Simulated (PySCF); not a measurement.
Species: C4H10OSi.
Geometry (GFN2-xTB, Å), atoms numbered from 1 in this order:
```
atom  x, y, z in Å
C1     2.9403   -0.7722    0.0959
O2     1.5599   -0.7577   -0.0861
Si3    0.5786    0.5336   -0.1058
C4    -1.0931   -0.2440   -0.4298
C5    -2.1915   -0.1345    0.5913
C6    -2.2707    0.6553   -0.6700
H7     3.2798   -1.8073    0.0386
H8     3.4413   -0.1849   -0.6776
H9     3.2084   -0.3591    1.0713
H10    0.6207    1.2613    1.1707
H11    0.9690    1.4762   -1.1657
H12   -1.0898   -1.1640   -1.0018
H13   -2.8604   -0.9738    0.7150
H14   -1.9882    0.3923    1.5112
H15   -2.1132    1.7220   -0.6134
H16   -2.9986    0.3659   -1.4139
```

A PySCF run (density fitting, gas phase, GFN2-xTB geometry) gave HOMO -7.94 eV, LUMO 0.67 eV, dipole 0.54 D.

Problem. Which of these levels was it?
A. PBE/6-311G**
B. OLYP/IGLO-II
C. PBE0/def2-SVPD
D. LDA/pcSseg-1
E. PBE0/pcSseg-1

Solution. E. It is PBE0/pcSseg-1. All candidates on this geometry:

```
                                                     level and settings           kind  basis functions  SCF cycles     E (Eh)  HOMO (eV)  LUMO (eV)  dipole (D)
                                LDA/pcSseg-1, energy threshold 1e-07 Eh            LDA              159          10  -519.9273      -6.50      -0.53        0.49
                                                           PBE/6-311G**            GGA              176          14  -522.7593      -6.37      -0.29        0.37
OLYP/IGLO-II, fitting basis def2-qzvpp-jkfit, energy threshold 1e-11 Eh            GGA              205          13  -523.0985      -6.29       0.17        0.40
                                                         PBE0/def2-SVPD  global hybrid              207          12  -522.5097      -7.98       0.35        0.36
                                                          PBE0/pcSseg-1  global hybrid              159          12  -522.7160      -7.94       0.67        0.54
```

The nearest other candidate, by the summed differences of HOMO and LUMO, is PBE0/def2-SVPD: its HOMO differs by -0.04 eV and its LUMO by -0.32 eV. Cycle counts include a coarse-grid stage where the run had one. All basis functions are spherical, in the Pople sets too.
